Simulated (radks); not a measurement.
The numbers below are computed, except where a source is named.
All-electron atom: Fe XIX in [He] 2s2 2p4 (the NIST ground configuration). Level of theory: scalar-relativistic Kohn-Sham, PBE, spin-polarised, spherical densities, finite nucleus; open shells are filled with parallel spins first; Fermi nuclear charge, rms radius 3.7377 fm (a radial shooting solver on a logarithmic mesh with Libxc functionals).

Normalised radial functions P(r) = r R(r), r in bohr:

r,1s up
0.003362,0.8423
0.004173,1.0196
0.005221,1.2363
0.006479,1.4792
0.008106,1.7668
0.01006,2.0761
0.01259,2.4228
0.01562,2.7687
0.01954,3.1169
0.02445,3.4213
0.03035,3.6334
0.03796,3.7219
0.04712,3.6389
0.05895,3.3515
0.07316,2.8858
0.09153,2.2577
0.1136,1.6001
0.1421,0.9751
0.1764,0.5127
0.2207,0.2129
0.2739,0.0707
0.3426,0.0163
0.4252,0.0027
0.532,0.0002
0.6603,0.0000
0.826,0.0000
1.025,0.0000
1.283,0.0000
1.592,0.0000
1.991,0.0000

1s up: eigenvalue -7818.4 eV, 0 radial nodes, <r> = 0.0584 bohr, 90 % of the charge inside 0.104 bohr.
